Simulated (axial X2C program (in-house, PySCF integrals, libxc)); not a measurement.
**Potential curves of AuF, without spin–orbit coupling**

Computed with an axial X2C code built on PySCF integrals. Spin-free means the one-electron spin-free X2C Hamiltonian. Basis: Au dyall-cv3z [13s14p9d6f4g], F dyall-av3z [7s6p3d2f] (cores contracted in-house); Gaussian nuclei, density fitting, unrestricted open shells. Masses: Au 196.967 u, F 18.998 u.

State: M_S = 0, Λ = 0 (closed shell). Energies in eV from the fragments at the same level (Au + F). Fits are polynomials in 1 − R0/R over 0.85 to 1.23 times the lowest point R0.

```
 R (Å)      MP2    B3LYP       HF  CCSD(T)
1.6765  -2.0788  -1.8207   0.1978         
1.7536  -2.6683  -2.4456  -0.4991  -2.4230
1.8114  -2.9118  -2.7146  -0.8174  -2.6923
1.8692  -3.0333  -2.8608  -1.0073  -2.8374
1.9270  -3.0646  -2.9159  -1.0998  -2.8898
1.9944  -3.0182  -2.8969  -1.1164  -2.8657
2.0619  -2.9086  -2.8147  -1.0616  -2.7763
2.1486  -2.7069  -2.6491  -0.9201  -2.5986
2.2546  -2.4058  -2.3943  -0.6806         
2.4087  -1.9244  -1.9859  -0.2724         
2.6207  -1.2644  -1.4380   0.3056         
2.8905  -0.5065  -0.8406   0.9752
```

Correlated methods: 18 electrons correlated (number of frozen shells: Au 5 s, 4 p, 2 d, 1 f; F 1 s), 286 virtual spin orbitals or spinors in MP2, 140 natural virtuals in coupled cluster.

The state is a single determinant with fixed occupations, the lowest that a limited PBE0 search found. Closed shells are restricted here (equal orbitals for both partners); the stretched side of such a curve lies too high. De is counted from the lowest determinant-based energies of the atoms at the same level, without counterpoise correction. CCSD and (T) use frozen natural virtuals with an MP2 correction for the truncation; (T) itself is uncorrected, so its De runs slightly low. The T1 diagnostic is large, a sign of multireference character. Coupled cluster ran on the points near the minimum only. MP2 and coupled cluster on one determinant become unreliable at the stretched end.

Problem. What are Re, ωe and De at the MP2 level?

Solution. At MP2, spin-free: Re = 1.922 Å, ωe ≈ 564 cm⁻¹, De = 3.06 eV to Au + F; Be follows as 0.263 cm⁻¹.

Problem. Fit the B3LYP curve near its minimum: give the equilibrium distance, the harmonic wavenumber and the well depth.

Solution. At B3LYP, spin-free: Re = 1.943 Å, ωe ≈ 535 cm⁻¹, De = 2.92 eV to Au + F; Be follows as 0.258 cm⁻¹.

Problem. What are Re, ωe and De at the HF level?

Solution. At HF, spin-free: Re = 1.973 Å, ωe ≈ 521 cm⁻¹, De = 1.12 eV to Au + F; Be follows as 0.25 cm⁻¹.

Problem. Fit the CCSD(T) curve near its minimum: give the equilibrium distance, the harmonic wavenumber and the well depth.

Solution. At CCSD(T), spin-free: Re = 1.940 Å, ωe ≈ 547 cm⁻¹, De = 2.89 eV to Au + F; Be follows as 0.259 cm⁻¹.
